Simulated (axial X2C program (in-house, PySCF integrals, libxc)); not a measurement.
## What spin–orbit coupling does to CaCo

All values were computed with an axial X2C code built on PySCF integrals. Spin-free means the one-electron spin-free X2C Hamiltonian; two-component (2c) means X2C with spin–orbit coupling and atomic mean-field two-electron Coulomb and Gaunt terms, so the difference of the two also holds small scalar two-electron terms. Basis: Co dyall-cv3z [9s10p6d3f2g], Ca dyall-cv3z [11s12p6d4f] (cores contracted in-house); Gaussian nuclei, density fitting, unrestricted open shells. Masses: Co 58.933 u, Ca 39.963 u.

Spin-free state: M_S = 3/2, Λ = 2 (beyond evenly filled blocks: 2 × σα, δ+α, δ+β, δ-α); fragments Co + Ca.

| level | Re (Å) | ωe (cm⁻¹) | De (eV) | μ (D) |
| --- | --- | --- | --- | --- |
| PBE0 | 2.770 | 183.0 | 0.894 | 1.31 |
| MP2 | 2.793 | 186.4 | 0.630 | n/a |
| CCSD | 2.865 | 172.4 | n/a | n/a |
| CCSD(T) | 2.810 | 186.7 | 0.155 | n/a |
| BP86 | 2.680 | 202.6 | 1.493 | 1.65 |

Correlated methods: 11 electrons correlated (number of frozen shells: Co 3 s, 2 p; Ca 3 s, 2 p), 303 virtual spin orbitals or spinors in MP2, 90 natural virtuals in coupled cluster.

Dipoles are positive if Ca is the positive end.

Two-component determinant lowest at the distance of the search:

Ω = 7/2 (⟨Sz⟩ = 1.50, ⟨Lz⟩ = 2.00 at HF); fragments Co + Ca.

```
  level  Re (Å)  ωe (cm⁻¹)  μ (D)
   PBE0   2.770      182.9   1.31
    MP2   2.793      186.4    n/a
   CCSD   2.865      172.4    n/a
CCSD(T)   2.810      186.7    n/a
   BP86   2.680      202.5   1.65
```

**Question.** From the two tables, how do the constants change at the CCSD(T) level (2c against spin-free)?

**Answer.** At the CCSD(T) level Re is unchanged within 0.001 Å and ωe is unchanged to within 0.2 cm⁻¹.

The state is a single determinant with fixed occupations, the lowest that a limited PBE0 search found. Dissociation energies refer to the lowest single-determinant-based atoms at the same level and basis. De is not given where an atomic determinant may have missed its ground term or J level, or where the truncated virtual space spoils (T). Density functionals use the spin component along the axis (collinear). Coupled cluster ran in a truncated set of natural virtual spinors; the MP2 energy of the rest was added. (T) has no such correction and the atoms are truncated less, which lowers De at CCSD(T) by a hundredth of an eV or more. PBE0 can misorder states that lie within some tenths of an eV, so this need not be the ground state of the molecule. The nearest other spin-free determinant of the search, M_S = 1/2, Λ = 2, lies 0.13 eV up at the distance of the search. Without a current term, density functionals place determinants with orbital angular momentum somewhat too high. With several unpaired electrons one determinant need not be a pure state. A state of lower Ω lies just above, and one determinant can place such states too high, so the state shown need not be the lowest. The search has Ω = 1/2 only 0.11 eV up. The outer-core s and p shells of the metal are frozen in the correlated rows, which leaves out core–valence correlation; for alkali and alkaline-earth bonds that tends to lengthen them. At some level and bond length an empty orbital lies below a filled one. The determinant is spin-polarised beyond a pure state at some levels (its spin-free form has ⟨S²⟩ too high), which makes Re and μ there less reliable. The T1 diagnostic is large, a sign of multireference character.
